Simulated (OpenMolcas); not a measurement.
An atom or ion with 62 electrons was computed by MS-CASPT2, IPEA 0.25 Eh, imaginary shift 0.1 Eh with spin-orbit coupling (OpenMolcas, ANO-RCC-VQZP, DKH2). The lowest levels that the run gave, each within 12 % of the measured value where one is at hand:

```json
{"J": "6", "Parity": "even", "E (eV)": "0.0000", "g": "1.494"}
{"J": "5", "Parity": "even", "E (eV)": "0.263", "g": "1.495"}
{"J": "4", "Parity": "even", "E (eV)": "0.424", "g": "1.496"}
{"J": "3", "Parity": "even", "E (eV)": "0.550", "g": "1.496"}
{"J": "2", "Parity": "even", "E (eV)": "0.639", "g": "1.497"}
{"J": "1", "Parity": "even", "E (eV)": "0.699", "g": "1.497"}
{"J": "0", "Parity": "even", "E (eV)": "0.728", "g": ""}
{"J": "4", "Parity": "even", "E (eV)": "2.507", "g": "1.492"}
{"J": "3", "Parity": "even", "E (eV)": "3.247", "g": "1.490"}
{"J": "6", "Parity": "even", "E (eV)": "3.476", "g": "1.304"}
{"J": "2", "Parity": "even", "E (eV)": "3.535", "g": "1.488"}
{"J": "10", "Parity": "even", "E (eV)": "3.610", "g": "1.195"}
```

Which ion is it, and what are the configurations and terms?

Tb3+ (Z = 65, charge +3; active space 8 electrons in 7 orbitals (4f)). J, parity and g give the terms where levels are pure, and mixed ones are named by the computed weights; the size of the splittings, set against known spectra of the 62-electron sequence, gives the charge. In order, with the measured energies in eV (Martin, Zalubas and Hagan, Atomic Energy Levels: The Rare-Earth Elements, NSRDS-NBS 60 (1978)): 4f8 7F6, 4f8 7F5 (0.2544), 4f8 7F4 (0.4109), 4f8 7F3 (0.5322), 4f8 7F2 (0.6172), 4f8 7F1 (0.6735), 4f8 7F0 (0.7010), 4f8 5D4(1), 4f8 5D3(1), 4f8 5G6(1) [72 %], 4f8 5D2(1), 4f8 5L10.

CASPT2 does not keep the components of a term degenerate, so their means are used; among the terms shown or strongly mixed into the levels shown the widest spread is 110 cm-1 (4f8 5L). Blocks of more than 70 roots (2S+1 = 5 even, 3 even) ran without multistate coupling. High states are left out of the spin-orbit mixing, which shifts the levels that they would mix with. Measured partners are found by configuration, term and J. A level has none where our copy of the source lacks it or the pairing is in doubt (some pairs that miss far off the trend of their configuration count as doubtful), and it then counts in no deviation. Only configurations of the active space appear.

A share in square brackets marks a mixed level and gives the weight of the term that names it. A number in round brackets counts repeated terms of one configuration in the order of the reference energies.
